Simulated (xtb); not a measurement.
Sn(H)3(NHMe) (CH7NSn), SMILES C[NH][SnH3]. All values are semi-empirical tight-binding results from xtb (GFN2-xTB unless named), good for trends rather than for accurate numbers. Geometry: GFN2-xTB.

Optimised geometry:

```xyz
10

Sn     0.5890     0.0101     0.1155
N     -1.2172    -0.3311    -0.6898
C     -2.4252     0.2476    -0.1411
H      1.6275    -0.8674    -0.8249
H      0.8285     1.6372    -0.0594
H      0.7954    -0.3822     1.7380
H     -1.3856    -1.2997    -0.9265
H     -2.7659    -0.2356     0.7809
H     -3.2235     0.1760    -0.8808
H     -2.2528     1.3006     0.0716
```
Charge 0, spin multiplicity 1.

For metal compounds this method's bond lengths and energies can be far off.

orbital gap: 5.32 eV
zero-point energy: 44.4 kcal/mol
G − E(el) at 298.15 K (modified RRHO): 25.8 kcal/mol

Computed atomic charges and the Wiberg bond orders between heavy atoms:
charges (e) Sn1 0.10, N2 -0.30, C3 -0.01, H4 0.00, H5 0.01, H6 0.00, H7 0.14, H8 0.00, H9 0.03, H10 0.03. Bond orders Sn1–N2 0.93, N2–C3 1.04.
